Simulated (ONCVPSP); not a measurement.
**Before and after: ONCV potential for dysprosium**

ONCVPSP 4.0.1 input, shortened (lines: element, Z, core and valence counts, functional; n l f; lmax; l rc ep ncon nbas qcut; lloc lpopt rc5 dvloc0; l nproj debl; icmod fcfact rcfact), Wu-Cohen, scalar-relativistic:

```
  Dy 66.00   12    2  -118130      upf
    1    0    2.00
    2    0    2.00
    2    1    6.00
    3    0    2.00
    3    1    6.00
    3    2   10.00
    4    0    2.00
    4    1    6.00
    4    2   10.00
    4    3    9.00
    5    0    2.00
    5    1    6.00
    5    2    1.00
    6    0    1.00
    2
    0    3.10    0.00    4    7    1.80
    1    2.75    0.43    4    8    2.60
    2    2.55    0.00    4    9    5.80
    2    5    2.55    0.00
    0    3    2.80
    1    2    0.90
    2    0    1.20
    0    0.00    0.00
```

In the p channel the program set the typed energies aside and used 0.050, 0.950 Ha.

All-electron outer shells of the reference configuration (Wu-Cohen, scalar-relativistic, ld1.x):

```json
{"shell": "4f", "level (eV)": "-15.68", "outermost node (bohr)": "–", "outermost maximum (bohr)": "0.53"}
{"shell": "6s", "level (eV)": "-9.53", "outermost node (bohr)": "1.54", "outermost maximum (bohr)": "3.11"}
{"shell": "5d", "level (eV)": "-8.30", "outermost node (bohr)": "0.76", "outermost maximum (bohr)": "1.89"}
```

Change: p: nproj 1. In the p channel the program set the typed energies aside and used 0.050 Ha.

Cutoffs: the cutoffs (Ha) at which the residual kinetic energy of the hardest occupied pseudo-wave falls to 1 and 0.1 mHa per electron; they do not see the model core or the augmentation charge, which bear on the density cutoff. Errors are all-electron minus pseudo energies relative to the spin-unpolarised reference configuration.

Task: What does the change do?

Result: The potential gets neither clearly harder nor softer (9.4 Ha and 12 Ha → 9.4 Ha and 12 Ha); the bound ghost in p disappears; the lowest positive-energy flag moves from p at 44.1 eV to s at 90.8 eV; the errors of the 4 common tests hardly move.

```csv
quantity,base,changed
"cutoff, loose",9.4 Ha,9.4 Ha
"cutoff, tight",12 Ha,12 Ha
bound ghosts,p,none
GHOST(+) flags under 300 eV,"p at 44.1 eV, s at 90.8 eV",s at 90.8 eV
"error for 5d1 6s2, meV [ΔE -6.87 eV]",-37,-37
"error for 5d1 6s0, meV [ΔE 12.31 eV]",+39,+39
"error for 5d1 6s1.5, meV [ΔE -4.09 eV]",-11,-11
"error for 5d1.5 6s1.5, meV [ΔE -5.85 eV]",-15,-15
s: phases at 3.15 bohr within 0.05 rad from the reference energy up to (Ha; the scan ends near 5),to the end of the scan,to the end of the scan
p: phases at 2.80 bohr within 0.05 rad from the reference energy up to (Ha; the scan ends near 5),1.5,1.9
d: phases at 2.59 bohr within 0.05 rad from the reference energy up to (Ha; the scan ends near 5),1.2,1.2
```

Base: The cutoffs count occupied waves only; projector 2 of the p channel, the hardest unoccupied one, needs 27 Ha at the loose tolerance. A true bound ghost makes a file unfit for plane-wave use even where its test errors are small: the radial tests pick states by their node count and pass the ghost by.
